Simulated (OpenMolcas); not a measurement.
Re4+ with 6 ligands (chloride) in octahedral coordination (Oh). A charge of +0.333 e stands 3.2 Å behind each ligand. Ligand basis ANO-RCC-VDZP.

```json
{
 "Program": "OpenMolcas",
 "Method": "SS-CASPT2, IPEA 0.25 Eh, imaginary shift 0.1 Eh (closed shells correlated: 5s 5p and the ligand valence shells)",
 "Basis": "ANO-RCC-VDZP [7s6p4d2f1g]",
 "Scalar Hamiltonian": "DKH2, point nucleus",
 "Active space": "3 electrons in 5 orbitals (5d)",
 "State averaging": "2S+1 = 4 even, 10 roots; 2S+1 = 2 even, 40 roots",
 "Spin-orbit coupling": "state interaction with AMFI integrals over the reference wave functions"
}
```

All ligands move together. At R = 2.39 Å the first state of the same spin is 27670 cm-1, and at R = 2.47 Å it is 24970 cm-1.

Problem. A third run gives 30550 cm-1. What distance was it run at?

Solution. With a power law R^-n the two known points give n = -ln(24970 / 27670) / ln(2.47 / 2.39) = 3.12. Then R = 2.39 × (27670 / 30550)^(1/3.12) = 2.315 Å. The run was at 2.31 Å, so the estimate is off by +0.005 Å.

Roots that are degenerate in the reference are averaged as groups; the widest CASPT2 spread within a group is 760 cm-1 (the 3-fold group of multiplicity 2 near 78900 cm-1 above the lowest state of its run, R = 2.31). Shifts and gaps below about the spread of the groups concerned are not significant. Over all roots computed the reference weight is 0.64 to 0.66 in R = 2.31, 0.64 to 0.66 in R = 2.39, 0.64 to 0.66 in R = 2.47; a low but even weight reflects the number of correlated electrons. Ligand-to-metal charge-transfer states are missing. With no ligand orbital active B as a rule stays too high, so bands that hang on it stand too high and its fall with covalency is understated. With one d shell and no ligand orbital active, 10Dq can be off by a tenth or more. The least metal-like active orbital is 65 % on the metal (Löwdin) and no ligand orbital is active, so the numbers are rough (holds for R = 2.31). The least metal-like active orbital is 68 % on the metal (Löwdin) and no ligand orbital is active, so the numbers are rough (holds for R = 2.39). The least metal-like active orbital is 69 % on the metal (Löwdin) and no ligand orbital is active, so the numbers are rough (holds for R = 2.47). No measured value stands beside these numbers; the geometry is a model, was not optimised and need not be the one that this ion takes.
